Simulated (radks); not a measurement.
Species: Pd. Configuration: [Ar] 3d10 4s1.5 4p6 4d10 5p0.5 (fractional occupations, a model configuration). All-electron calculation, Dirac Kohn-Sham, BLYP, spin-unpolarised, spherical densities, finite nucleus; open shells are shared between the two j in proportion to 2j + 1; Fermi nuclear charge, rms radius 4.5318 fm. Program: a radial shooting solver on a logarithmic mesh with Libxc functionals.

Normalised radial functions P(r) = r R(r) (large component), r in bohr:

```
   r/bohr * 4s1/2, o 5p1/2 (the largest magnitude, 1.2, reaches the edge; | marks zero, & curves that meet)
  0.00127                             o*
 0.001491                             o*
 0.001736                             o *
 0.002037                             o *
 0.002371                             o *
 0.002783                             o *
 0.003239                             o  *
 0.003801                             o  *
 0.004425                             o  *
 0.005193                             o   *
 0.006046                             o   *
 0.007095                             o    *
  0.00826                             o    *
 0.009615                             o    *
  0.01128                             o     *
  0.01314                             o     *
  0.01542                             o     *
  0.01795                             o     *
  0.02106                             |o   *
  0.02452                             |o   *
  0.02877                             |o  *
  0.03349                             |o*
  0.03931                             *o
  0.04576                           * |o
   0.0537                         *   |o
  0.06251                      *      |o
  0.07277                     *       |o
   0.0854                   *         |o
  0.09942                   *         |o
   0.1167                     *       |o
   0.1358                        *    o
   0.1594                            o*
   0.1856                            o|    *
   0.2178                           o |         *
   0.2535                           o |             *
   0.2975                           o |              *
   0.3463                           o |           *
   0.4032                            o|     *
   0.4731                          *  |o
   0.5508                 *           | o
   0.6464        *                    |  o
   0.7525   *                         |  o
    0.883  *                          |  o
    1.028     *                       | o
    1.206          *                  |o
    1.404               *            o|
    1.648                     *    o  |
    1.919                        &    |
    2.252                      o    * |
    2.621                    o       *|
    3.051                   o         *
    3.581                   o         *
    4.169                   o         *
    4.892                    o        *
    5.695                     o       *
    6.683                      o      *
     7.78                       o     *
     9.13                         o   *
    10.63                          o  *
    12.47                           o *
    14.52                            o*
    17.04                            o*
    19.84                             &
```

4s1/2: eigenvalue -88.678 eV, 3 radial nodes at r = 0.0401, 0.161, 0.452 bohr, <r> = 0.943 bohr, 90 % of the charge inside 1.37 bohr. 5p1/2: eigenvalue -1.195 eV, 3 radial nodes at r = 0.139, 0.438, 1.27 bohr, <r> = 5.24 bohr, 90 % of the charge inside 8.52 bohr.
